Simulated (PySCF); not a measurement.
[HoH2]+ at several levels of theory

Computed with PySCF 2.14.0 (density fitting, no spin-orbit coupling) at the geometry relaxed with PBE0:

```xyz
3
[HoH2]+ (singlet in the valence; each metal's 4f electrons, 10 of them, lie in its core potential, out of spins and levels)
Ho    0.0000    0.0000   -0.1929
H     1.5005    0.0000    0.9688
H    -1.5005    0.0000    0.9688
```

```
level                                    basis    state  HOMO (eV)  gap (eV)  charge on Ho1 (e)  population of f-type functions on Ho1 (polarisation alone where 4f lies in the core)  dipole about the centre of mass (D)  largest force component (eV/Å)
 PBE0    Ho lcecp-1-SVP with ECP56, H def2-SVP  singlet     -12.84      4.94               1.19                                                                                  0.01                                 4.35                            0.00
   HF                                 the same  singlet     -15.59     10.24               1.43                                                                                  0.02                                 5.50                            0.23
 PBE0  Ho lcecp-1-TZVP with ECP56, H def2-TZVP  singlet     -12.83      4.96               1.25                                                                                  0.01                                 4.43                            0.07
```

In the lcecp rows the 4f levels are missing from HOMO and gap, and the state counts the valence alone.

Charges are Mulliken's, which hang on the basis. The relaxation used the grid (50, 194), these runs (75, 302) or, all-electron (x2c bases, spin-free X2C Hamiltonian), (99, 590).

Task: What does M06-L with Ho lcecp-1-SVP with ECP56, H def2-SVP give here?

Result: state singlet, HOMO (eV) -11.78, gap (eV) 4.03, charge on Ho1 (e) 1.37, population of f-type functions on Ho1 (polarisation alone where 4f lies in the core) 0.01, dipole about the centre of mass (D) 4.46, largest force component (eV/Å) 0.04. Time: 1.3 s on 2 threads of Intel(R) Xeon(R) Platinum 8375C CPU @ 2.90GHz (Ice Lake) (shared host), from an already converged density.

In the first row's basis the gap widens with exact exchange: 4.0 eV for M06-L (none); 4.9 eV for PBE0 (a fixed share); 10.2 eV for Hartree–Fock (rising or full at long range).

An lcecp potential fixes the number of 4f electrons, so in runs with it no electron can move into or out of that shell.
